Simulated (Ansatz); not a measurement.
Consider the ligand exchange at the Si–S bond: `BS[SiH2][SiH2]C` + H–F → `C[SiH2][SiH2]F` + `BS`.

Program: Ansatz. Geometries: PBE0-D4/def2-TZVP. ΔE: electronic, gas phase. CCSD(T)/CBS adds triple-zeta CCSD(T) − MP2 to the extrapolated MP2 energy (def2 sets, frozen cores). This one scheme is used for every species. DFT in def2-TZVPP. B3LYP here is the variant with VWN-RPA as its local correlation; programs differ in this. One conformer a species, not always the lowest.

| level | ΔE (kJ/mol) |
| --- | --- |
| B3LYP-D4 | -71.6 |
| CCSD(T)/def2-TZVPP | -67.3 |

What does CCSD(T)/CBS give? (Best estimate.)

Computed: -63.7 kJ/mol. The listed levels differ from it by -7.9, -3.6 kJ/mol.

Largest T1 diagnostic among the species: 0.015.

In def2-TZVPP, CCSD(T) changes the Hartree–Fock value by +31.2 kJ/mol (the triples alone add +5.8 kJ/mol) and MP2 by +38.0 kJ/mol. The D4 term adds +15.9 kJ/mol with B3LYP and +9.0 kJ/mol with PBE0; it sums over pairs of atoms, weighted by their polarisabilities, and B3LYP, whose exchange is more repulsive, gets the larger term.
